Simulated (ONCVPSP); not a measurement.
An all-electron radial function and its pseudo partner (Fe (Z = 26))

Columns: radius, all-electron u(r) and pseudo u(r) of the 3s shell (level -106.95 eV) of iron in the configuration [Ne] 3s2 3p6 3d6 4s0.5; LDA (Perdew-Wang 92), scalar-relativistic, ONCV scheme, ONCVPSP 4.0.1.

```
r (bohr)  all-electron  pseudo
   0.070        0.0696  0.1754
   0.140       -0.5541  0.3468
   0.210       -0.6242  0.5101
   0.280       -0.3044  0.6611
   0.350        0.1433  0.7958
   0.420        0.5617  0.9104
   0.490        0.8829  1.0014
   0.560        1.0937  1.0665
   0.630        1.2047  1.1042
   0.700        1.2375  1.1146
   0.770        1.2140  1.0992
   0.840        1.1528  1.0607
   0.910        1.0692  1.0035
   0.980        0.9740  0.9320
   1.050        0.8752  0.8514
   1.120        0.7779  0.7662
   1.190        0.6853  0.6807
   1.260        0.5995  0.5981
   1.330        0.5213  0.5210
   1.400        0.4511  0.4510
   1.470        0.3887  0.3886
   1.540        0.3337  0.3337
   1.610        0.2856  0.2856
   1.680        0.2438  0.2438
   1.750        0.2076  0.2076
   1.820        0.1764  0.1764
```

Problem. How many radial nodes do the two functions have?

Solution. The all-electron 3s function has n − l − 1 = 2; the pseudo-wave has 0, since the states of the same l below it are removed with the core.

Problem. At about which radius was the pseudo-wave matched?

Solution. 1.40 bohr, where the columns begin to agree (steps of 0.07 bohr).

Problem. Is the pseudo-wave norm-conserving?

Solution. Yes: the ONCV scheme keeps the norm inside the radius equal to the all-electron one, which fixes the energy derivative of the logarithmic derivative at the level.
